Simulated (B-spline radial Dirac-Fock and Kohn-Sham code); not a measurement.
## Elastic and transport cross sections of manganese for electrons

Calculated with a radial B-spline solver, using relativistic (Dirac) partial waves in the static field of the Dirac-Fock atom with Furness-McCarthy exchange, without polarisation or absorption potentials. Below a few hundred eV the neglected polarisation potential matters, most of all at small angles. σ_tr1 and σ_tr2 weight the cross section with 1 − P₁ and 1 − P₂ of cos θ; "backward" is the share scattered beyond 90°.

```
energy (eV)  σ (a₀²)  σ_tr1 (a₀²)  σ_tr2 (a₀²)  σ/σ_tr1  backward (%)
         50     17.0         9.51         11.9     1.78            28
       65.6     18.4         9.76         12.0     1.89            28
       73.3     18.7         9.74         11.6     1.92            28
       83.1     18.9         9.62         10.9     1.96            28
       90.4     18.9         9.47         10.4     1.99            27
        100        ?            ?            ?        ?             ?
        109     18.5         8.98         8.96     2.06            26
        172     16.2         7.04         5.72     2.30            21
        189     15.6         6.57         5.20     2.37            20
        194     15.4         6.44         5.07     2.39            20
        200     15.2         6.29         4.93     2.42            19
        201     15.2         6.26         4.90     2.42            19
```

Question: Fill in the row for 100 eV.

Answer: σ = 18.7 a₀², σ_tr1 = 9.23 a₀², σ_tr2 = 9.62 a₀², σ/σ_tr1 = 2.03, backward 27 %. The ratio σ/σ_tr1 is roughly the number of elastic collisions that randomise the direction.
